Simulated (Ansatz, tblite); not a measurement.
Forces on the cluster ReO3 at its r2SCAN-D4/def2-TZVP geometry. Total charge 0; doublet.

In the def2 sets Re takes a core potential; there is no spin–orbit coupling. The xTB rows come from tblite. The structure holds one bond between oxygen atoms, so isomers without such links may lie far lower. At r2SCAN-D4/def2-TZVP the charge 0 doublet is spin-contaminated (final ⟨S²⟩ up to 1.48, 0.75 for a pure state). The order of the spin states hangs on the level: the quartet lies 0.44 eV below the doublet at PBE0-D4/def2-TZVP, but 0.96 eV above it at GFN1-xTB. The structure comes from a short search, and lower isomers may exist.

GFN1-xTB (tblite), largest force 3.85 eV/Å:

```xyz
4
positions Å, forces eV/Å
Re   -0.212   -0.535   -0.385    0.537    2.093    0.606
O    -0.617    0.226   -1.833    0.233   -0.942    1.180
O    -0.262    0.277    1.331    3.017   -1.185   -2.085
O     1.091    0.031    0.888   -3.788    0.034    0.299
```

GFN2-xTB (tblite), largest force 3.13 eV/Å:

```
Re 0.420 2.363 0.263
O -0.067 -1.146 0.239
O 2.678 -1.131 -1.171
O -3.031 -0.086 0.670
```

r2SCAN-D4/def2-TZVP (Ansatz), largest force 0.01 eV/Å:

```
Re -0.004 -0.007 -0.010
O 0.002 0.001 0.006
O 0.010 0.002 -0.002
O -0.008 0.004 0.006
```
